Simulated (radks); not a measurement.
Values are calculated unless marked as measured or tabulated.
Initial-state core-level shifts of the chlorine ion Cl2+ when its valence configuration changes from [Ne] 3s2 3p3. Level of theory: scalar-relativistic Kohn-Sham, r2SCAN, spin-unpolarised, spherical densities, finite nucleus; meta-GGA in the generalised Kohn-Sham scheme; Fermi nuclear charge, rms radius 3.3654 fm (a radial shooting solver on a logarithmic mesh with Libxc functionals). Shifts are changes of the shell-averaged eigenvalues in eV (positive: less bound); the change of the density at the nucleus, which sets a Mossbauer isomer shift, is in e/bohr^3, on a base of 3604.

valence          1s      2s      2p  density at nucleus
3s1 3p4      -1.361  -1.317  -1.316            -14.7818
3p5          -2.689  -2.604  -2.601            -29.7203
3s1.5 3p3.5  -0.685  -0.662  -0.662             -7.3701
3s0.5 3p4.5  -2.030  -1.964  -1.962            -22.2325
